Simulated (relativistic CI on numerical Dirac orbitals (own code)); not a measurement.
d1 to d9 in one octahedral field

Computed with a parametric ligand-field model without spin-orbit coupling, by exact diagonalisation: B = 650, C = 2600, 10Dq = 14800 cm⁻¹ (Oh; |10Dq|/B = 22.8) for every shell. Energies in cm⁻¹; the field energy is (0.6 n_e − 0.4 n_t2) × 10Dq of the ground term; g labels are left out.

| Shell | Ground term | Electrons in e | Field energy | First spin-allowed bands | Lowest term of other spin |
| --- | --- | --- | --- | --- | --- |
| d1 | 2T2 | 0.000 | -5920 | 2E 14800 |  |
| d2 | 3T1 | 0.032 | -11363 | 3T2 13562, 3T1 22074 | 1T2 9462 |
| d3 | 4A2 | 0.000 | -17760 | 4T2 14800, 4T1 21139 | 2E 12535 |
| d4 | 5E | 1.000 | -8880 | 5T2 14800 | 3T1 986 |
| d5 | 6A1 | 2.000 | 0 | none | 2T2 3985 |
| d6 | 1A1 | 0.057 | -34678 | 1T1 13270, 1T2 21005 | 5T2 7212 |
| d7 | ? | ? | ? | ? | ? |
| d8 | 3A2 | 2.000 | -17760 | 3T2 14800, 3T1 21139 | 1E 10233 |
| d9 | 2E | 3.000 | -8880 | 2T2 14800 |  |

(1) Fill in the row of d7.

Results:

(1) Ground term: 2E; Electrons in e: 1.044; Field energy: -25982; First spin-allowed bands: 2T1 13127, 2T2 13622; Lowest term of other spin: 4T1 2146. Low spin: d6, d7; the other shells keep the spin of the free ion. Only d4 to d7 can choose; the field needed to pair spins is smallest for d6 and largest for d5, which loses most exchange energy. In the strong-field picture 10Dq must exceed about 6B + 5C = 16900 (d4), 7.5B + 5C = 17875 (d5), 2.5B + 4C = 12025 (d6) and 4B + 4C = 13000 (d7); mixing of terms shifts these bounds somewhat.
